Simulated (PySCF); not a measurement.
Choosing a molecule for a target property.

All species are isolated and taken at one optimised geometry, non-relativistic unless stated. Electronic properties by PySCF.

Dipoles, sizes and rotational constants follow the conformer. The torsions of the flexible species, by atom-mapped SMILES:
- `[CH3:1][C@:2]1([CH2:3][C:4]#[N:5])[CH2:6][CH2:7][C:8]1=[S:9]`: C1–C2–C3–C4 -63°
- `[CH2:1]=[CH:2][P:3]([CH2:4][PH2:5])[C:6](=[CH2:7])[CH3:8]`: C1–C2–P3–C4 -141°, C2–P3–C4–P5 173°, C2–P3–C6–C7 122°, H–P5–C4–P3 47°, H–P5–C4–P3 -45°
- `[CH3:1][O:2][CH2:3][c:4]1[cH:5][cH:6][c:7]([OH:8])[s:9]1`: C1–O2–C3–C4 66°, O2–C3–C4–C5 57°, H–O8–C7–C6 180°
- `[CH3:1][CH2:2][CH2:3][CH2:4][S:5][Si:6]([CH3:7])([Cl:8])[Cl:9]`: C1–C2–C3–C4 -70°, C2–C3–C4–S5 177°, C3–C4–S5–Si6 68°, C4–S5–Si6–C7 42°
- `[F:1]/[CH:2]=[P:3]\[c:4]1[cH:5][cH:6][c:7]([Cl:8])[cH:9][cH:10]1`: C2–P3–C4–C5 -51°
- `[NH2:1][CH2:2][c:3]1[cH:4][cH:5][c:6]([SH:7])[cH:8][cH:9]1`: N1–C2–C3–C4 87°, H–N1–C2–C3 59°, H–N1–C2–C3 -59°, H–S7–C6–C5 1°

Task: Wanted: dipole moment between 1.1 D and 1.7 D (PBE0/pcSseg-1) and HOMO–LUMO gap above 5.4 eV (PBE0/pcSseg-1), at GFN2-xTB geometries. Which candidate meets both?
A. `CCCCS[Si](C)(Cl)Cl`
B. `COCc1ccc(O)s1`
C. `C=CP(CP)C(=C)C`
D. `F/C=P\C1=CC=C(Cl)C=C1`
E. `[C@@]1(CC#N)(C)C(CC1)=S`
F. `NCc1ccc(S)cc1`

Result: C. Computed values:
| species | dipole moment | HOMO–LUMO gap |
| --- | --- | --- |
| NCc1ccc(S)cc1 | 1.03 D | 5.76 eV |
| F/C=P\C1=CC=C(Cl)C=C1 | 1.23 D | 5.11 eV |
| C=CP(CP)C(=C)C | 1.59 D | 6.25 eV |
| COCc1ccc(O)s1 | 1.79 D | 5.91 eV |
| [C@@]1(CC#N)(C)C(CC1)=S | 2.58 D | 4.31 eV |
| CCCCS[Si](C)(Cl)Cl | 3.48 D | 7.28 eV |
